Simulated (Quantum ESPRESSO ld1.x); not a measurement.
Problem. The mean radii <r> (bohr) of the occupied orbitals of an atom or ion are listed with their occupations. All-electron calculation, scalar-relativistic Kohn-Sham, LDA (Slater exchange, VWN5 correlation), spin-polarised, spherical densities, point nucleus. Program: ld1.x of Quantum ESPRESSO 7.5.

orbital  occ.      <r>
1s up       1  0.01659
1s down     1  0.01659
2s up       1  0.06995
2s down     1  0.06995
2p up       3  0.06330
2p down     3  0.06330
3s up       1   0.1808
3s down     1   0.1808
3p up       3   0.1822
3p down     3   0.1822
3d up       5   0.1651
3d down     5   0.1651
4s up       1   0.3994
4s down     1   0.3994
4p up       3   0.4258
4p down     3   0.4257
4d up       5   0.4492
4d down     5   0.4491
5s up       1   0.8990
5s down     1   0.8983
4f up       7   0.4825
4f down     7   0.4822
5p up       3    1.033
5p down     3    1.032
5d up       5    1.385
5d down     4    1.388

Name the element and its charge. Open shells, if any, are filled with parallel spins first.

Solution. Z = 80, mercury, charge +3: Hg3+ in [Xe] 4f14 5d9. The 1s radius gives Z: for a bare nucleus <r> = (2 gamma + 1)/(2Z) with gamma = sqrt(1 - (Z/c)^2), 0.0164 bohr for Z = 80, and screening makes it slightly larger (0.01659 here). The occupations add up to 77, and the charge is Z minus that.
